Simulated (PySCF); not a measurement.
C₂H₈InNO, SMILES C[CH2][In]([NH2])[OH]. The structure is a stationary point at PBE-D3(BJ)/def2-SVP. The def2 effective core potentials stand for the cores of In; spin–orbit coupling is left out. The values are those of a single conformer.

Computed equilibrium geometry at PBE-D3(BJ)/def2-SVP (PySCF confirms it by a frequency run) as Cartesian coordinates in Å (one conformer of several):
```xyz
13

In     0.0217    -0.0153     0.3139
C      0.4673    -0.9989    -1.5807
C      0.2300    -0.0916    -2.7888
H     -0.1883    -1.8947    -1.6043
H      1.5115    -1.3690    -1.5327
H      0.8981     0.7937    -2.7815
H     -0.8093     0.2921    -2.8225
H      0.4160    -0.6338    -3.7418
O     -1.2500     1.5682     0.1174
H     -1.5311     1.8942     0.9931
N      0.3963    -0.5148     2.2889
H      0.4024     0.2899     2.9291
H      1.2799    -1.0201     2.4330
```
